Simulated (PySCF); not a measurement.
H2O5Os, multiplicity 1. Atoms are numbered in the order given.

```xyz
8

Os     0.0000     0.0000    -0.0284
O     -1.6045    -0.1730     0.5792
O      1.6045     0.1730     0.5792
O      0.0000     0.0000    -1.7292
O      0.2424    -1.8767     0.3620
H     -0.6066    -2.3383     0.4655
O     -0.2424     1.8767     0.3620
H      0.6066     2.3383     0.4655
```

Geometry optimised at B3LYP-D3(BJ)/def2-SVP. The multiplicity is an assumed one; other spin states were not compared. The def2 effective core potentials stand for the cores of Os; spin–orbit coupling is left out. Other conformers were not sampled.

Computed with TDA-PBE/def2-SVPD in PySCF.

Vertical excitations.  State labels are in the subgroup C2.

```
state  symmetry  energy (eV)  λ (nm)      f                                                                  main pairs
-----  --------  -----------  ------  -----  --------------------------------------------------------------------------
S1            A         2.63     471  0.000                                                            HOMO−1→LUMO 99 %
S2            B         2.73     454  0.001                                            HOMO→LUMO 55 %, HOMO−2→LUMO 40 %
S3            B         3.10     400  0.001                                          HOMO−3→LUMO 67 %, HOMO−4→LUMO 12 %
S4            B         3.19     389  0.003        HOMO−2→LUMO 37 %, HOMO−3→LUMO 28 %, HOMO→LUMO 14 %, HOMO−7→LUMO 11 %
S5            A         3.28     378  0.000                                        HOMO−2→LUMO+1 66 %, HOMO→LUMO+1 21 %
S6            A         3.34     371  0.000                                                          HOMO−3→LUMO+1 89 %
S7            B         3.46     359  0.025                  HOMO−1→LUMO+1 66 %, HOMO−6→LUMO+1 15 %, HOMO−5→LUMO+1 10 %
S8            B         3.51     353  0.004                                          HOMO−4→LUMO 78 %, HOMO−7→LUMO 14 %
S9            A         3.62     342  0.003  HOMO−5→LUMO 25 %, HOMO−2→LUMO+1 23 %, HOMO−4→LUMO+1 19 %, HOMO→LUMO+1 19 %
S10           A         3.76     329  0.000                                                            HOMO−6→LUMO 85 %
T1            B         2.04     609      0                                                              HOMO→LUMO 81 %
T2            A         2.40     517      0                                                            HOMO−1→LUMO 97 %
T3            A         2.46     503      0                                                            HOMO→LUMO+1 91 %
T4            B         2.60     477      0                                        HOMO−3→LUMO 75 %, HOMO−1→LUMO+1 12 %
```
Triplets are in the Tamm–Dancoff approximation.
